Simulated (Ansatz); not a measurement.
Li₁₄⁺, relaxed as a doublet with UKS PBE/def2-SVP in Ansatz, starting from the GFN1-xTB geometry. Force threshold 0.02 eV/Å.

Another isomer (doublet) lies 0.06 eV lower at PBE0/def2-TZVP; other spin states weren't run for this one.

Start:

Cartesian coordinates in Å:
```
Li 1.788 -2.187 -1.288
Li -3.076 2.503 0.929
Li 3.456 -0.660 0.186
Li -3.468 2.502 -1.722
Li -1.124 1.928 -0.760
Li -3.267 0.227 -0.411
Li 2.966 -3.160 0.898
Li 1.776 0.969 1.654
Li 2.992 -1.149 2.758
Li -1.276 0.620 1.606
Li 0.954 -1.531 1.161
Li 1.342 0.514 -1.123
Li -1.011 -1.148 -1.046
Li -2.052 0.571 -2.843
```

Problem. Estimate the energy that the relaxation releases and the steps that it takes.

Solution. 50.2 kcal/mol, in 22 steps; 47 s on 4 threads of Intel Xeon 6975P-C on a shared host. The force fell under the threshold at step 14, but the optimiser went on and released 0.014 eV more. No frequencies were taken in this run, so the end may be a saddle point.

Problem. Does the start keep its bonding?

Solution. Bonds lost: Li1–Li13, Li2–Li10, Li3–Li7, Li3–Li8, Li3–Li12, Li4–Li6, Li6–Li10, Li6–Li13 (atoms count from 1). Bonds formed: Li5–Li8, Li5–Li11 (atoms count from 1). Metal–metal contacts that move far: Li2–Li6 2.65 to 3.18 Å, Li13–Li14 2.70 to 3.21 Å, Li3–Li9 2.66 to 3.17 Å.

Problem. Predict the relaxed structure.

Solution. 
```xyz
14

Li    1.765   -1.993   -1.906
Li   -2.473    2.477    1.461
Li    3.729   -0.533    0.082
Li   -1.940    2.866   -1.644
Li   -1.136    0.746   -0.262
Li   -3.731    0.373   -0.570
Li    2.023   -3.152    0.974
Li    0.882    1.948    1.359
Li    2.313   -0.640    2.921
Li   -1.038   -0.421    2.289
Li    1.114   -0.705    0.416
Li    1.237    1.169   -1.779
Li   -1.153   -2.139   -0.493
Li   -1.593    0.006   -2.847
```
Bond lengths (bridged metal pairs left out): 17 × Li–Li 2.64 to 2.89 Å.
